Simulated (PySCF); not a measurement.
**The first ionisation energy along the 5p block**

Calculated with PySCF 2.14 from differences of total energies of unrestricted determinants, without spin-orbit coupling. Values in eV. The last column holds reference values (NIST; (s) semi-empirical, (t) theoretical, else measured). Unmarked ones compare directly (S terms, centres of terms, or small fine structure); those marked * lie between the lowest fine-structure levels and include a spin-orbit shift.

```csv
element,configurations,CCSD (valence),MP2 (valence and next inner shell),LDA,PBE,PBE0,r2SCAN,reference
"In (aug-cc-pwCVDZ-PP with ECP28MDF, ECP)",[Kr] 4d10 5s2 5p1 → [Kr] 4d10 5s2,5.409,5.367,5.709,5.583,5.611,5.708,5.603
"Sn (aug-cc-pwCVDZ-PP with ECP28MDF, ECP)",[Kr] 4d10 5s2 5p2 → [Kr] 4d10 5s2 5p1,7.122,7.163,7.419,7.266,7.311,7.415,7.389
"Sb (aug-cc-pwCVDZ-PP with ECP28MDF, ECP)",[Kr] 4d10 5s2 5p3 → [Kr] 4d10 5s2 5p2,8.882,9.011,9.132,8.970,9.047,9.181,9.124
"Te (aug-cc-pwCVDZ-PP with ECP28MDF, ECP)",[Kr] 4d10 5s2 5p4 → [Kr] 4d10 5s2 5p3,8.176,8.175,8.987,8.705,8.705,8.728,8.749
"I (aug-cc-pwCVDZ-PP with ECP28MDF, ECP)",[Kr] 4d10 5s2 5p5 → [Kr] 4d10 5s2 5p4,10.127,10.222,10.818,10.528,10.556,10.573,10.519
"Xe (aug-cc-pwCVDZ-PP with ECP28MDF, ECP)",[Xe] → [Kr] 4d10 5s2 5p5,12.167,12.353,12.689,12.408,12.479,12.530,12.565
```

```csv
method,elements,mean error (eV),mean absolute error (eV),largest error (eV)
CCSD (valence),6,-0.344,0.344,-0.572
MP2 (valence and next inner shell),6,-0.277,0.277,-0.573
LDA,6,0.134,0.134,0.299
PBE,6,-0.082,0.085,-0.157
PBE0,6,-0.040,0.055,-0.086
r2SCAN,6,0.031,0.049,0.104
```

Errors include the incompleteness of the basis and the frozen core.

"Valence" correlates the outer s and p shells and, in groups 3 to 12 and the f block, the outer d or f shell, open or full, or the next shell where the ion has no valence electron left; the wider scheme adds the next inner shell.
